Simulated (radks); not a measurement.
Co18+, 9 electrons, occupied as [He] 2s2 2p5 (the NIST ground configuration). Method: scalar-relativistic Kohn-Sham, PBE, spin-polarised, spherical densities, finite nucleus; open shells are filled with parallel spins first; Fermi nuclear charge, rms radius 3.7875 fm; computed with a radial shooting solver on a logarithmic mesh with Libxc functionals.

Normalised radial functions P(r) = r R(r), r in bohr:

r,1s down
0.002327,0.6393
0.00323,0.8605
0.004485,1.1474
0.006275,1.5197
0.008711,1.9629
0.01219,2.4846
0.01692,3.0174
0.02368,3.4989
0.03287,3.7738
0.04563,3.7046
0.06386,3.1764
0.08864,2.2794
0.124,1.2552
0.1722,0.4966
0.241,0.1178
0.3345,0.0150
0.4643,0.0008
0.6498,0.0000
0.902,0.0000
1.262,0.0000
1.752,0.0000

1s down: eigenvalue -8342.8 eV, 0 radial nodes, <r> = 0.0561 bohr, 90 % of the charge inside 0.100 bohr.
